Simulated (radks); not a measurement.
Au LXXIII, configuration [He] 2s2 2p3 (the NIST ground configuration).

Method: scalar-relativistic Kohn-Sham, r2SCAN, spin-polarised, spherical densities, finite nucleus; open shells are filled with parallel spins first (spin-orbit coupling, left out, can overturn this in heavy ions); meta-GGA in the generalised Kohn-Sham scheme; Fermi nuclear charge, rms radius 5.4371 fm; computed with a radial shooting solver on a logarithmic mesh with Libxc functionals.

Energy parts (eV):
total: -291201.45
kinetic: 343306.87
electron-nucleus: -644575.63
Hartree: 13124.46
exchange-correlation: -3057.15

Orbitals (lengths in bohr, moments of r in powers of bohr):
| orbital | occ. | eigenvalue (eV) | <r^4> |
|---|---|---|---|
| 1s up | 1 | -88839.15 | 4.205e-07 |
| 1s down | 1 | -88754.96 | 4.185e-07 |
| 2s up | 1 | -21437.56 | 0.00005409 |
| 2s down | 1 | -21307.49 | 0.00005471 |
| 2p up | 3 | -19620.42 | 0.00004185 |
| 2p down | 0 | -19463.08 | 0.00004258 |

The highest occupied level is 2p up at -19620.4 eV. Spin moment in Bohr magnetons: 3. Summed over all electrons, <r^2> = 0.02604 bohr^2, which gives a Langevin (diamagnetic) susceptibility term of -0.0206 x 10^-6 cm^3/mol. The spin density at the nucleus is -285 e/bohr^3 (1s -1624, 2s 1339). For comparison, the ionisation energy in NIST's Atomic Spectra Database is 19150 eV (theoretical). In exact Kohn-Sham theory the highest level is minus the ionisation energy, but local and semilocal functionals leave it too shallow, through self-interaction and a potential that decays too fast; potentials with the right tail come closer. The density falls to 0.001 e/bohr^3 at r = 0.28 bohr.
